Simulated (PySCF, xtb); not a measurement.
C3H9Al, SMILES [CH3][Al]([CH3])[CH3].

GFN2-xTB in xtb at its own geometry gives an orbital gap of 4.62 eV and a dipole moment of 0.00 D.

The structure is a stationary point at B3LYP-D3(BJ)/def2-SVP. The isomer is the one that the SMILES or the coordinates give; other isomers of the formula were not compared.

Problem. What does PBE/def2-TZVP (PySCF) give? (The exact figures need the calculation; the answer reports its results.)

Solution. gap 5.11 eV (levels -6.27 and -1.16 eV), dipole 0.00 D.
